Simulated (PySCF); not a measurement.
## Dipole moment and polarisability of (HZn-mu-Cl)2

(HZn-mu-Cl)2 (singlet state).
Structure used (PBE0-D3(BJ)/def2-SVP), in Å, numbered top down from 1:
```
atom  x, y, z in Å
Zn1    0.652   -0.449   -1.454
H2     1.257   -0.862   -2.811
Cl3    0.368    1.574   -0.332
Zn4   -0.631    0.419    1.429
H5    -1.229    0.825    2.791
Cl6   -0.354   -1.603    0.308
```

Level: B3LYP/def2-SVPD (PySCF), static field, nuclei fixed, core orbitals frozen in the response. The polarisability tensor in these axes (au):

```
x    64.72   0.15 -14.77
y     0.15  79.49   5.58
z   -14.77   5.58  89.64
```

Question: What are the eigenvalues, a third of the trace, and Δα (Δα² = ½Σ(αi − αj)² over the three pairs)?

Answer: Principal values 57.57, 78.41 and 97.88 au; mean 77.95 au = 11.55 Å³ = 12.85 × 10⁻⁴⁰ C²·m²/J; Δα = 34.91 au (45 % of the mean).

Question: What is the dipole moment?

Answer: 0.02 D; point group D2h allows none, and the residue is numerical.

Question: Refractivity n − 1 of an ideal gas of it at 400 K and 1 atm, from the electronic α?

Answer: N = p/kT = 1.8347 × 10¹⁹ cm⁻³, so n − 1 = 2π × N × 11.55 × 10⁻²⁴ cm³ = 1332 × 10⁻⁶ at long wavelengths.

Question: Give the eigenvalues of the traceless quadrupole moment Θ = ½Σq(3rr − r²1), origin at the centre of nuclear charge.

Answer: -6.30, -2.14, 8.44 D·Å. The electronic extent ⟨r²⟩ about the same centre is 1112 bohr², a root-mean-square distance of 1.80 Å for the 96 electrons.

Question: In TDDFT the mean static polarisability is Σ f/ω² over all singlet excitations (ω in hartree). How much of it do the 15 lowest give? Their energies (eV) and oscillator strengths: 6.54, 0.0685; 6.55, 0.0012; 6.71, 0.3138; 7.11, 0.0000; 7.14, 0.0002; 7.17, 0.0000; 7.20, 0.0668; 7.25, 0.0003; 7.26, 0.0001; 7.34, 0.0471; 7.37, 0.0006; 7.41, 0.0000; 7.57, 0.0001; 7.63, 0.0043; 7.64, 0.0089.

Answer: They add up to 8.15 au, 10.4 % of the 77.95 au; the largest single term is 5.15 au, from the state at 6.71 eV. Terms in order: 1.19, 0.02, 5.15, 0.00, 0.00, 0.00, 0.95, 0.00, 0.00, 0.65, 0.01, 0.00, 0.00, 0.06, 0.11 au. Higher excitations give the rest. The strengths listed sum to 0.512.

Question: What depolarisation ratio follows for Rayleigh scattering of linearly polarised light, taking the static tensor?

Answer: ρ = 3Δα²/(45ᾱ² + 4Δα²) = 3657.1/(273450 + 4876.1) = 0.0131.

Question: What molar refraction does this α imply?

Answer: Lorentz–Lorenz: R = (4π/3)N_A α = 2.5225 cm³/(mol·Å³) × 11.55 Å³ = 29.1 cm³/mol, in the limit of long wavelengths.

Geometry: PBE0-D3(BJ)/def2-SVP; no solvent, vibrations or thermal averaging.
